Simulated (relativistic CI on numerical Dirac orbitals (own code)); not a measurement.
What each ingredient does to the levels of P14+

Base calculation: Dirac-Coulomb-Breit CI, separate exchange-only KLI orbitals for each configuration, model QED.

CI space: 1s, 2s, 2p, 3s, 3p, 3d, 4s, 4p, 4d, 4f, 5s, 5p, 5d, 5f, 5g, 6s, 6p, 6d. Levels of other configurations are missing.

Variants: (1) QED terms removed; (2) non-relativistic limit. Shifts of the energy above 1s ²S1/2, in eV, for the lowest level and the first level of each name with at least 55 % of one term (blank where a level changes its place among those of its configuration and J or its character, or is not in the variant):

```tsv
Level	Base	Δ(1)	Δ(2)
1s ²S1/2	0.00	0.00	0.00
2p ²P°1/2	2301.65	+0.61	-5.73
2s ²S1/2	2301.74	+0.52	-5.82
2p ²P°3/2	2303.97	+0.60	-8.05
3p ²P°1/2	2728.68	+0.61	-7.59
3s ²S1/2	2728.71	+0.58	-7.62
3d ²D3/2	2729.37	+0.61	-8.28
3p ²P°3/2	2729.37	+0.60	-8.28
3d ²D5/2	2729.59	+0.61	-8.51
4p ²P°1/2	2878.05	+0.61	-8.15
4s ²S1/2	2878.06	+0.60	-8.16
4d ²D3/2	2878.34	+0.61	-8.44
4p ²P°3/2	2878.34	+0.61	-8.44
4f ²F°5/2	2878.43	+0.61	-8.54
```
